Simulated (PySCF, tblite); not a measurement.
A database entry of computed molecular properties. Lists by class give the value and the number of equivalent atoms.

```json
{
 "formula": "C7H14",
 "smiles": "CC[C@@H]1CC[C@H]1C",
 "inchi": "InChI=1S/C7H14/c1-3-7-5-4-6(7)2/h6-7H,3-5H2,1-2H3/t6-,7-/m1/s1",
 "charge": 0,
 "multiplicity": 1,
 "geometry_level": "GFN2-xTB",
 "atoms_angstrom": [
  ["C", 2.653, -0.613, -0.101],
  ["C", 1.211, -1.024, 0.173],
  ["C", 0.227, 0.068, -0.215],
  ["C", 0.199, 1.331, 0.666],
  ["C", -1.331, 1.235, 0.737],
  ["C", -1.26, -0.176, 0.125],
  ["C", -2.196, -0.473, -1.032],
  ["H", 3.34, -1.405, 0.188],
  ["H", 2.905, 0.284, 0.46],
  ["H", 2.796, -0.405, -1.16],
  ["H", 1.095, -1.254, 1.235],
  ["H", 0.976, -1.932, -0.389],
  ["H", 0.355, 0.318, -1.271],
  ["H", 0.602, 2.238, 0.221],
  ["H", 0.674, 1.17, 1.632],
  ["H", -1.771, 1.306, 1.73],
  ["H", -1.829, 1.946, 0.08],
  ["H", -1.365, -0.95, 0.888],
  ["H", -2.1, 0.285, -1.807],
  ["H", -1.964, -1.443, -1.469],
  ["H", -3.229, -0.487, -0.691]
 ],
 "electronic_structure_code": "PySCF",
 "results": {
  "GFN2-xTB geometry": {
   "point_group": "C1",
   "rotational_constants_GHz": [4.376, 1.744, 1.387]
  },
  "PBE0/def2-SVPD ground state and vertical TDDFT (core frozen in the response)": {
   "dipole_D": 0.12,
   "homo_eV": -8.0,
   "lumo_eV": 0.88,
   "S1_eV": 7.78,
   "strongest_line_of_6_singlets_eV": 7.78,
   "T1_tda_eV": 7.67,
   "polarisability_au": 82.2,
   "r2_bohr2_about_centre_of_nuclear_charge": 965.5,
   "singlets_eV_and_f": [
    [7.78, 0.029],
    [7.86, 0.005],
    [8.04, 0.002],
    [8.12, 0.005],
    [8.17, 0.003],
    [8.25, 0.018]
   ],
   "triplets_tda_eV": [7.67, 7.73]
  },
  "PBE0/pcSseg-1 ground state and GIAO shieldings, non-relativistic": {
   "shift_vs_computed_TMS_C_by_class_ppm": [
    [45.7, 1],
    [37.6, 1],
    [34.8, 1],
    [25.7, 1],
    [24.1, 1],
    [24.0, 1],
    [13.7, 1]
   ],
   "shift_vs_computed_TMS_H_by_class_ppm": [
    [2.05, 1],
    [2.04, 1],
    [1.81, 1],
    [1.67, 1],
    [1.47, 1],
    [1.43, 1],
    [1.36, 1],
    [1.1, 3],
    [1.09, 1],
    [0.88, 3]
   ],
   "charges_hirshfeld_e_by_atom": [-0.12, -0.07, -0.02, -0.08, -0.07, -0.02, -0.12, 0.04, 0.04, 0.04, 0.03, 0.03, 0.03, 0.03, 0.04, 0.03, 0.04, 0.03, 0.04, 0.04, 0.04]
  },
  "GFN2-xTB harmonic vibrations, gas phase": {
   "strongest_ir_bands_cm-1_km_per_mol_modes": [
    [2962.6, 67.3, 1],
    [3009.0, 62.3, 1],
    [3013.2, 64.0, 1],
    [3025.2, 60.1, 1],
    [3029.7, 111.4, 2],
    [3031.6, 61.4, 1]
   ],
   "zpe_kcal_per_mol": 121.5
  }
 }
}
```

No computed singlet falls in the visible range (750 to 380 nm, 1.65 to 3.26 eV); S1 lies 4.52 eV above its blue end. The zero-point energy, half the sum of the 57 harmonic wavenumbers, equals 42480 cm⁻¹ or 508 kJ/mol. The principal polarisabilities are 72.4, 81.5 and 92.5 au; their mean is the isotropic value. A dipole of 0.12 D is allowed in C1, and pure rotational transitions are dipole-allowed. In wavenumbers S1 is 62800 cm⁻¹ (1 eV = 8065.54 cm⁻¹).

 NMR classes are plain means over equivalent atoms (diastereotopic ones count apart unless rotation or inversion swaps them), as if these changed places fast; in this geometry the members of some classes differ.

The values belong to the conformer `[CH3:1][CH2:2][C@@H:3]1[CH2:4][CH2:5][C@H:6]1[CH3:7]`: C1–C2–C3–C4 -71°.
